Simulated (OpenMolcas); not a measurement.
An OpenMolcas run meant for Sn⁺ (ANO-RCC-VDZP, DKH2; inactive shells 1s 2s 2p 3s 3p 3d 4s 4p 4d; intended active space 3 electrons in 8 orbitals (5s 5p 6s 6p)). One step of its input:

```
&RASSCF
FileOrb=start.orb
Symmetry=2
Spin=4
nActEl=3 0 0
Inactive=14 9
Ras2=2 6
CIRoot=31 31 1
SDav=26
CIMx=300
Iter=72 100
PrWF=0.3
OrbListing=Nothing
MaxOrb=0
Atom
CIOnly
>>> COPY $Project.JobIph JOB001
```

Lines from the output:

```
...
      Number of secondary orbitals              12
      Spin quantum number                      1.5
      State symmetry                             2
Orbital specifications:
      -----------------------

      Symmetry species                           1   2
                                                ag  au
      Frozen orbitals                            0   0
      Inactive orbitals                         14   9
      Active orbitals                            2   6
      RAS1 orbitals                              0   0
      RAS2 orbitals                              2   6
      RAS3 orbitals                              0   0
      Secondary orbitals                         5   7
      Deleted orbitals                           0   0
      Number of basis functions                 21  22
      Number of CSFs                            26
      Number of root(s) required                31
 ************ ERROR ***********
  You can't ask for more roots
  than there are configurations
 ******************************
--- Stop Module: rasscf at  /rc=_RC_INPUT_ERROR_ ---
.####################.
.# User input error #.
.####################.
```

**Question.** What is wrong with the input?

**Answer.** CIRoot asks for more roots than the active space has configuration state functions.
